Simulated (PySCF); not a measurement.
# Electron correlation in Fe (iron, neutral)

[Ar] 3d5 4s2 5s1, high-spin 7S determinant (an excited configuration). Computed with PySCF 2.14 in aug-cc-pVDZ-DK, with scalar relativity by spin-free X2C-1e. Frozen: [Ar]; 8 electrons correlated.

| level | correlation energy (mhartree) |
| --- | --- |
| CCSD | -122.77 |
| (T) | -3.25 |
| CCSD(T) | -126.02 |

Diagnostics: T1 = 0.019, D1 = 0.0666, largest double amplitude 0.086.

Is a single reference adequate?

Mostly. T1 lies below 0.03, but a double amplitude of this size points to a near-degeneracy that CCSD handles and MP2 describes poorly.
